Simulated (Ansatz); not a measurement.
Input for Ansatz (a quantum-chemistry and plane-wave program): R-PBE/def2-TZVPPD on HCl (SMILES Cl) with ghost functions, monomers drawn apart or pushed together. Files ending in .json are basis or fitting sets from the Basis Set Exchange.

Ansatz 0.2 input:
```yaml
crystal:
  periodic: [false, false, false]
  atoms:
    - {symbol: Cl, position_ang: [0.79746474, 0.13762969, -0.34274770]}
    - {symbol: H, position_ang: [0.13752895, -0.23834519, 0.73026546]}
basis:
  gaussian:
    orbitals: def2-TZVPPD.json
    ghost_atoms:
      - {symbol: C, position_ang: [0.68873302, 0.97796968, 3.80180906]}
      - {symbol: C, position_ang: [0.37113554, -0.48596995, 3.56811333]}
      - {symbol: O, position_ang: [-0.61506336, -0.67971840, 2.53940110]}
      - {symbol: H, position_ang: [1.46247967, 1.07917359, 4.56559575]}
      - {symbol: H, position_ang: [-0.19390595, 1.52088986, 4.15083867]}
      - {symbol: H, position_ang: [1.04467035, 1.44757638, 2.88437056]}
      - {symbol: H, position_ang: [1.25081923, -1.02358970, 3.21535405]}
      - {symbol: H, position_ang: [0.02978037, -0.96875548, 4.48868899]}
      - {symbol: H, position_ang: [-1.40506543, -0.17228325, 2.75976529]}
hamiltonian:
  xc: {name: PBE}
scf: {lower_state_search: off}
```

Predict the final total energy.

-460.6289 hartree.
